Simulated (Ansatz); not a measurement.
Calculated with Ansatz (gas phase, PBE0-D4/def2-TZVP geometries, no zero-point term in ΔE). CCSD(T)/CBS adds triple-zeta CCSD(T) − MP2 to the extrapolated MP2 energy (def2 sets, frozen cores). Functionals use def2-TZVPP. B3LYP here is the variant with VWN-RPA as its local correlation; programs differ in this. For Ge outer-core shells are correlated without core-valence functions, which leaves a few kJ/mol of doubt a bond. Scalar relativity is left out up to krypton. Each species was taken in one conformer, which may not be the lowest.

`[GeH3][C]#[C][GeH3]` + `[CH3][AlH][CH3]` → `[CH3][AlH][CH2][GeH3]` + `C#[C][GeH3]`  (formal exchange of groups at a Ge–C bond)

`[GeH3][C]#[C][GeH3]`:

Cartesian coordinates in Å:
```
Ge -2.480 -0.303 0.190
C -0.600 -0.073 0.047
C 0.600 0.074 -0.045
Ge 2.480 0.303 -0.190
H -2.871 -0.257 1.672
H -3.175 0.830 -0.575
H -2.858 -1.660 -0.416
H 3.115 0.047 1.183
H 2.768 1.737 -0.648
H 3.020 -0.699 -1.217
```

`[CH3][AlH][CH3]`:

Cartesian coordinates in Å:
```
C 0.595 1.176 1.117
Al 0.605 -0.400 -0.038
C -0.967 -0.898 -1.087
H 0.304 2.072 0.558
H 1.559 1.372 1.591
H -0.150 1.061 1.913
H 1.904 -1.320 -0.130
H -1.790 -0.184 -1.003
H -0.715 -1.000 -2.148
H -1.344 -1.878 -0.772
```

`[CH3][AlH][CH2][GeH3]`:

```xyz
13

C     0.153    1.168   -2.008
Al   -0.954    0.714   -0.466
C    -0.147    0.269    1.252
Ge    0.498   -1.577    1.326
H    -0.171    2.108   -2.467
H     1.214    1.258   -1.764
H     0.056    0.401   -2.784
H    -2.538    0.648   -0.612
H    -0.858    0.394    2.073
H     0.722    0.905    1.453
H     1.598   -1.797    0.268
H     1.077   -1.929    2.709
H    -0.650   -2.561    1.020
```

`C#[C][GeH3]`:

Cartesian coordinates in Å:
```
C 0.920 0.233 1.765
C 0.367 0.093 0.704
Ge -0.505 -0.128 -0.969
H 1.409 0.357 2.703
H -1.852 -0.821 -0.732
H -0.722 1.254 -1.596
H 0.383 -0.989 -1.875
```

(1) Is it downhill or uphill in electronic energy at CCSD(T)/CBS, and by how much? (Estimate.)

(2) What do these levels give: PBE0-D4, B3LYP-D4, ωB97X-V, ωB97M-V, PBE, B3LYP, CCSD/def2-TZVPP, CCSD(T)/def2-TZVPP, MP2/def2-QZVPP, SCS-MP2/def2-QZVPP, HF/CBS(def2), CCSD/CBS(def2)? (Estimate.)

Largest T1 diagnostic among the species: 0.012.

## Answers

(1) Ansatz gave: Uphill: ΔE = +0.19 eV.

(2) The calculation gave: PBE0-D4 0.21, B3LYP-D4 0.24, ωB97X-V 0.23, ωB97M-V 0.21, PBE 0.24, B3LYP 0.27, CCSD/def2-TZVPP 0.23, CCSD(T)/def2-TZVPP 0.23, MP2/def2-QZVPP 0.22, SCS-MP2/def2-QZVPP 0.24, HF/CBS(def2) 0.30, CCSD/CBS(def2) 0.19 eV.

The D4 term adds −0.04 eV with B3LYP and −0.02 eV with PBE0; it sums over pairs of atoms, weighted by their polarisabilities, and B3LYP, whose exchange is more repulsive, gets the larger term. In def2-TZVPP, CCSD(T) changes the Hartree–Fock value by −0.07 eV (the triples alone add −0.00 eV) and MP2 by −0.06 eV.
